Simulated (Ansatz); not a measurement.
Basis-set extrapolation for H$_{5}$OSSi$_{2}$, SMILES `O[SiH2]S[SiH2]` radical (PBE0-D4/def2-TZVP geometry, frozen core, the Gaussian-basis code of Ansatz). Multiplicity 2, UHF reference.

```json
{"": "HF", "def2-TZVPP": "-1053.305786", "def2-QZVPP": "-1053.338948"}
{"": "MP2 correlation", "def2-TZVPP": "-0.644359", "def2-QZVPP": "-0.698241"}
{"": "CCSD(T) correlation", "def2-TZVPP": "-0.720998", "def2-QZVPP": "not run"}
```

Energies in hartree. Use E(X) = E(∞) + A·exp(−7.88·√X) for Hartree–Fock and E(X) = E(∞) + B·X^(−2.97) for correlation, with X = 3 and 4, and add CCSD(T) minus MP2 of the smaller set to the MP2 limit.

Problem. What is the CCSD(T) energy at the basis-set limit?

Solution. HF limit: -1053.338948 + (-0.033162) × 0.13774 = -1053.34352. MP2 limit: -0.698241 + (-0.053882) × 0.74074 = -0.73815. Higher-order term: -0.720998 − (-0.644359) = -0.07664. Total: -1054.15831 hartree, 3.58 eV below CCSD(T)/def2-TZVPP.
